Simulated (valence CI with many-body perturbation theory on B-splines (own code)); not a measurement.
## E1 line list for I XL

Computed by configuration interaction combined with many-body perturbation theory (CI+MBPT): four valence electrons over a frozen Dirac-Fock core [Ne], a basis of 11 s, 11 p, 9 d, 7 f, 5 g, 2 h, 1 i functions for each j, with the one-electron correlation potential Σ1 (screened to all orders), the two-electron term Σ2, the three-electron term Σ3, Breit, model QED; selected single and double excitations, second order for the rest (own B-spline code, finite nucleus).

No measured spectrum was set against this ion. As an estimate, large intervals hold to a few tenths of a per cent, small ones and those within an open d or f shell to about a per cent.

Lines 1 to 50 of 226 in falling wavelength, among levels below 3646.8 × 10³ cm⁻¹, chosen from the strongest by gf and those to the six lowest levels. Wavelengths and rates use the calculated energies. Electric multipoles are in the length gauge, E1 and E2 with the static RPA response of the core. Weak lines are less certain than strong ones. Lines between different terms over intervals too small for the method are left out, as are lines whose strength nearly cancels. The highest levels of a list are the least certain.

Levels are named by their leading jj configuration (3d3/2^4 stands for four electrons in 3d with j = 3/2), which in mixed levels can hold well under half, so a name can repeat and another be missing. Letters in brackets count levels of one name in rising energy.

```tsv
λ vac (Å)	Upper	Lower	A (s⁻¹)	S (a.u.)
591.4	(3s 3p1/2^2 3p3/2) J=2	(3s^2 3p3/2^2) J=2	1.23e+06	6.26e-04
464.1	(3s 3p1/2^2 3p3/2) J=1	(3s^2 3p3/2^2) J=0	2.08e+06	3.07e-04
307.1	(3s 3p1/2^2 3p3/2) J=1	(3s^2 3p3/2^2) J=2	4.01e+07	1.72e-03
189.8	(3s^2 3p1/2 3d3/2) J=2	(3s^2 3p3/2^2) J=2	2.61e+07	4.40e-04
178.5	(3s 3p1/2 3p3/2 3d3/2) J=3 [a]	(3s^2 3p3/2 3d3/2) J=2	7.63e+08	1.50e-02
160.9	(3s 3p1/2 3p3/2 3d3/2) J=4	(3s^2 3p3/2 3d3/2) J=3	2.04e+09	3.77e-02
159.9	(3s^2 3p1/2 3d3/2) J=1	(3s^2 3p3/2^2) J=0	5.13e+07	3.10e-04
158.5	(3s 3p1/2 3p3/2^2) J=2 [a]	(3s^2 3p3/2^2) J=2	4.17e+08	4.10e-03
157.3	(3s 3p1/2^2 3d3/2) J=2	(3s^2 3p1/2 3d3/2) J=1	2.27e+09	2.18e-02
151.7	(3s 3p1/2 3p3/2 3d5/2) J=4 [a]	(3s^2 3p3/2 3d5/2) J=4	9.76e+08	1.51e-02
144.0	(3s 3p1/2^2 3d5/2) J=3	(3s 3p1/2 3p3/2^2) J=3	1.10e+09	1.13e-02
143.2	(3s 3p1/2 3p3/2 3d5/2) J=4 [b]	(3s^2 3p3/2 3d5/2) J=3	2.10e+09	2.74e-02
142.9	(3s^2 3p1/2 3d5/2) J=3	(3s^2 3p3/2^2) J=2	1.40e+09	1.41e-02
141.4	(3s 3p1/2^2 3d5/2) J=3	(3s^2 3p1/2 3d5/2) J=2	2.49e+09	2.43e-02
140.8	(3s 3p1/2 3p3/2 3d3/2) J=2 [c]	(3s^2 3p3/2 3d3/2) J=2	1.34e+09	9.24e-03
140.1	(3s 3p1/2 3p3/2 3d3/2) J=3 [b]	(3s^2 3p3/2 3d3/2) J=3	1.14e+09	1.08e-02
136.0	(3s^2 3p1/2 3d3/2) J=1	(3s^2 3p3/2^2) J=2	2.40e+08	8.93e-04
133.8	(3s 3p1/2^2 3p3/2) J=2	(3s^2 3p1/2 3p3/2) J=2	3.31e+09	1.95e-02
132.9	(3s 3p1/2 3p3/2 3d3/2) J=2 [d]	(3s^2 3p3/2 3d3/2) J=1	2.15e+09	1.24e-02
132.0	(3s 3p1/2 3p3/2 3d3/2) J=2 [a]	(3s 3p1/2 3p3/2^2) J=1 [b]	1.73e+09	9.83e-03
131.6	(3s 3p1/2 3p3/2 3d5/2) J=5	(3s^2 3p3/2 3d5/2) J=4	6.82e+09	8.44e-02
131.5	(3p1/2 3p3/2^3) J=2	(3s 3p3/2^3) J=1	2.30e+09	1.29e-02
130.6	(3s 3p1/2 3p3/2 3d5/2) J=4 [c]	(3s^2 3p3/2 3d5/2) J=3	2.82e+09	2.79e-02
129.9	(3s 3p1/2 3p3/2 3d5/2) J=2 [a]	(3s^2 3p3/2 3d3/2) J=2	1.88e+09	1.01e-02
125.5	(3s 3p1/2 3p3/2 3d5/2) J=1 [a]	(3s^2 3p3/2 3d5/2) J=2	3.34e+09	9.77e-03
125.3	(3s 3p1/2^2 3p3/2) J=2	(3s^2 3p1/2 3p3/2) J=1	4.73e+09	2.30e-02
124.3	(3s 3p1/2 3p3/2 3d3/2) J=3 [c]	(3s^2 3p3/2 3d3/2) J=3	2.76e+09	1.83e-02
123.8	(3s 3p1/2 3p3/2 3d3/2) J=2 [a]	(3s 3p1/2 3p3/2^2) J=2 [b]	2.62e+09	1.22e-02
123.7	(3s 3p1/2 3p3/2 3d3/2) J=3 [c]	(3s^2 3p3/2 3d3/2) J=2	1.89e+09	1.24e-02
123.2	(3s 3p1/2 3p3/2^2) J=1 [a]	(3s^2 3p3/2^2) J=0	3.16e+09	8.76e-03
122.7	(3s 3p1/2^2 3d3/2) J=1	(3s^2 3p1/2 3d3/2) J=2	8.49e+09	2.33e-02
121.2	(3s^2 3p1/2 3d5/2) J=2	(3s^2 3p3/2^2) J=2	2.92e+07	1.28e-04
120.6	(3s 3p1/2 3p3/2 3d5/2) J=1 [c]	(3s^2 3p3/2 3d5/2) J=1	4.10e+09	1.06e-02
120.1	(3s 3p1/2^2 3d5/2) J=3	(3s^2 3p1/2 3d5/2) J=3	3.66e+09	2.19e-02
119.3	(3s 3p1/2 3p3/2^2) J=3	(3s^2 3p3/2^2) J=2	3.66e+09	2.15e-02
118.9	(3s 3p1/2 3p3/2 3d5/2) J=2 [c]	(3s^2 3p3/2 3d5/2) J=1	4.43e+09	1.84e-02
118.7	(3s 3p1/2 3p3/2 3d5/2) J=3 [a]	(3s^2 3p3/2 3d5/2) J=2	4.93e+09	2.85e-02
118.6	(3s 3p1/2 3p3/2 3d3/2) J=1 [c]	(3s^2 3p3/2 3d3/2) J=1	4.09e+09	1.01e-02
118.5	(3s 3p1/2^2 3d3/2) J=2	(3s^2 3p1/2 3d3/2) J=2	6.46e+09	2.65e-02
117.5	(3p1/2^2 3p3/2^2) J=0	(3s 3p1/2 3p3/2^2) J=1 [b]	9.15e+09	7.33e-03
116.2	(3s 3p1/2 3p3/2 3d5/2) J=3 [d]	(3s^2 3p3/2 3d5/2) J=3	6.20e+09	3.36e-02
113.0	(3s 3p1/2 3p3/2 3d3/2) J=2 [b]	(3s 3p1/2 3p3/2^2) J=2 [b]	3.45e+09	1.23e-02
113.0	(3s 3p1/2^2 3d5/2) J=2	(3s^2 3p1/2 3d5/2) J=3	1.33e+10	4.75e-02
112.5	(3s 3p1/2 3p3/2 3d5/2) J=2 [d]	(3s^2 3p3/2 3d5/2) J=1	3.65e+09	1.28e-02
111.8	(3p1/2 3p3/2^3) J=2	(3s 3p3/2^3) J=2	7.99e+09	2.75e-02
111.6	(3s 3p1/2 3p3/2^2) J=1 [b]	(3s^2 3p3/2^2) J=0	3.22e+09	6.62e-03
111.2	(3s 3p1/2 3p3/2 3d5/2) J=4 [b]	(3s^2 3p3/2 3d5/2) J=4	2.55e+09	1.56e-02
111.1	(3s 3p1/2 3p3/2 3d5/2) J=2 [b]	(3s^2 3p3/2 3d5/2) J=2	8.79e+09	2.97e-02
110.9	(3s 3p1/2^2 3d5/2) J=3	(3s 3p1/2 3p3/2^2) J=2 [a]	4.06e+09	1.92e-02
110.6	(3s 3p1/2^2 3p3/2) J=1	(3s^2 3p1/2 3p3/2) J=2	1.29e+10	2.58e-02
```
